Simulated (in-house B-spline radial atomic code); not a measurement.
Configurations of Mo²⁺, with energies counted from [Kr] 4d4. Level of theory: scalar-relativistic (X2C) B3LYP, spin-polarised, spherical fractional occupations, Fermi nucleus of rms radius 4.4091 fm; calculated with an all-electron radial atomic-structure program (B-spline basis). Shells without spins written out take the highest spin.

Caution: exact exchange at fractional occupations of open shells leaves self-interaction of up to several eV.

Occupations are held fixed; configurations that lie above the ionisation limit could autoionise.

```csv
configuration,E - E(ref) (eV),highest orbital,its <r> (bohr)
[Kr] 4d3 5d1,17.634,5d up,4.857
"[Kr] 4d(0 up, 3 down) 5d(1 up, 0 down)",17.746,5d up,4.941
"[Kr] 4d(1 up, 2 down) 5f(0 up, 1 down)",25.422,5f down,9.137
"[Ar] 3d10 4s2 4p(2 up, 3 down) 4d(4 up, 1 down)",41.229,4d down,1.72
[Ar] 3d10 4s2 4p5 4d4 5p1,45.492,5p up,3.307
[Ar] 3d9 4s2 4p6 4d5,229.67,4d up,1.601
[Ar] 3d9 4s2 4p6 4d4 4f1,252.85,4f up,5.216
```

(1) Order these further configurations by energy, lowest first.
A. [Ar] 3d10 4s2 4p5 4d4 4f1
B. [Ar] 3d9 4s2 4p6 4d4 5f1
C. [Ar] 3d9 4s2 4p6 4d4 5d1
D. [Kr] 4d3 4f1
E. [Kr] 4d3 5p1

(2) How far above the reference does [Ar] 3d10 4s2 4p5 4d4 5s1 lie?

(3) How far above the reference does [Ar] 3d10 4s2 4p(2 up, 3 down) 4d(1 up, 3 down) 5s(0 up, 1 down) lie?

(4) How far above the reference does [Kr] 4d(3 up, 1 down) lie?

## Answers

(1) E (10.752 eV), D (20.271 eV), A (55.181 eV), C (249.97 eV), B (255.36 eV).

(2) 39.38 eV; its least bound orbital is 5s up with <r> = 2.78 bohr.

(3) 44.318 eV; its least bound orbital is 5s down with <r> = 2.791 bohr.

(4) 3.522 eV; its least bound orbital is 4d down with <r> = 1.777 bohr.
